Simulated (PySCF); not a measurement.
A run for PySCF: R-HF/STO-3G on C2H6AlN (a complex), monomers drawn apart or pushed together.

```python
from pyscf import gto, scf, dft, mp
from pyscf.data.elements import chemcore

mol = gto.M(
    atom='''
    Al   -0.03534412    0.15324321   -0.40981655
    H    -1.49527161   -0.22021759   -0.92851754
    H     1.14634410   -0.86223162   -0.74494603
    H     0.33283800    1.70001927   -0.30106647
    C    -0.67664827   -0.96451876    4.87561500
    C    -0.50604194   -0.66724987    3.46951060
    N    -0.37071900   -0.43236482    2.35837577
    H    -0.23044526   -1.93295023    5.10368884
    H    -0.19059121   -0.19489314    5.47595018
    H    -1.73903281   -0.99249720    5.11962649
    ''',
    basis='sto-3g',
    charge=0, spin=0, verbose=3, max_memory=1800)
mf = scf.RHF(mol)
mf.conv_tol = 1e-8
mf.max_cycle = 100
mf.kernel()
if not mf.converged:
    mf = mf.newton().run(mf.mo_coeff, mf.mo_occ)
```

Give the final energy of this run.

-370.9918 hartree.
